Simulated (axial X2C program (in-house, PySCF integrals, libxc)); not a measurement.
**Density and ELF of SeS⁻**

Computed with an in-house all-electron X2C program for linear molecules (integrals from PySCF). Two-component (2c) means X2C with spin–orbit coupling and atomic mean-field two-electron Coulomb and Gaunt terms. Basis: Se dyall-acv3z [9s10p7d5f1g], S dyall-av3z [9s8p3d2f] (cores contracted in-house); Gaussian nuclei, density fitting, unrestricted open shells. Masses: Se 79.917 u, S 31.972 u.

PBE0, two-component, state Ω = 3/2 (⟨Sz⟩ = 0.50, ⟨Lz⟩ = 1.00 at PBE0); Se at z = 0, S at z = 2.152 Å.

The maps cover the half plane through the axis: z from -2.4 to 4.5 Å along the bond, ρ from 0.15 to 2.25 Å away from it (steps of 0.3 Å, the bottom row nearest the axis).

log10 of the density in e/bohr³:

digits 0 to 9 span -4.17 to 1.42 evenly
```
001112222222122222111000
011122333322222222221100
011223333333333333322110
112233444444444444332210
112334555544445554433211
122345556555555555543221
123345677765556666543321
123345689865567986543321
```

Electron localisation function (collinear form, no current term, damped to 0 at low density):

digits 0 to 9 span 0.00 to 1.00 evenly
```
000013343200000222210000
000135565410002455421000
001246777531124676542000
001357888752236788753100
001367888764357898863100
001367753455577888864100
001366324226761017864100
001355172715743771764100
```

Axial spin density in 10⁻³ e/bohr³:

digits 0 to 9 span -3.11 to 3.11 evenly, values beyond are clipped
```
555555555554445555555555
555555565554445555555555
555556777654445666555555
555567999964457998755555
555569999984369999865555
555569999994389999965555
444557997994379999754444
444432359454345943234444
```

One determinant describes the state; a PBE0 search over occupations chose it and may have missed a lower one. Density functionals use the spin component along the axis (collinear). The functionals have no current-density term, which raises determinants with orbital currents, atoms included. The highest occupied level of some functionals is positive through self-interaction error; at Hartree–Fock it is bound.
